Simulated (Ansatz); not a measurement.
Gas-phase electronic energies from Ansatz, PBE0-D4/def2-TZVP geometries. CCSD(T)/CBS is the MP2 limit (def2-TZVPP, def2-QZVPP) plus CCSD(T) − MP2 in def2-TZVPP, frozen cores. This one scheme is used for every species, atoms too. For atomizations the MP2-based limit and the directly extrapolated one differ by several kJ/mol either way, and by 10 to 25 for some Ge, Se and Sn compounds, so smaller differences from it don't rank the levels. DFT in def2-TZVPP. Open shells (•) are unrestricted, without spin–orbit coupling. Spin–orbit coupling would lower the free atoms: a little for C, S; strongly for I. def2 core potentials past Kr. Bonds to I are less sure, by a few kJ/mol each and by 10 to 20 or more in all where they break to atoms, as the def2 sets lack core-valence functions.

`Ic1cccs1` → 4 C• + 3 H• + I• + S•  (atomization)

| level | ΔE (kcal/mol) |
| --- | --- |
| PBE-D4 | 961.8 |
| ωB97X-V | 917.0 |
| SCS-MP2/def2-TZVPP | 906.2 |
| CCSD/CBS(def2) | 892.5 |

(1) What does CCSD(T)/CBS give? (An estimate is asked.)

Largest T1 diagnostic among the species: 0.011.

## Answers

(1) Computed: +916.9 kcal/mol. The listed levels differ from it by 44.9, 0.1, -10.7, -24.4 kcal/mol.

At CCSD(T), def2-SVP lies −50.3 kcal/mol from the extrapolated value and def2-TZVPP −27.5 kcal/mol: correlation converges slowly with the basis, and small sets miss more of it in the bonded molecule than in its fragments. From r2SCAN to r2SCAN0 (25 % exact exchange), in def2-TZVPP and without D4, ΔE moves by −19.6 kcal/mol: exact exchange takes away binding that semilocal exchange gives to molecules. Leaving LDA and LC-ωPBE aside and taking each functional with its dispersion term where it has one, the values, not all of them listed here, spread over 83.3 kcal/mol, from BHLYP-D4 to PBE-D4. LDA lies +129.3 kcal/mol from PBE without D4, its usual overbinding.
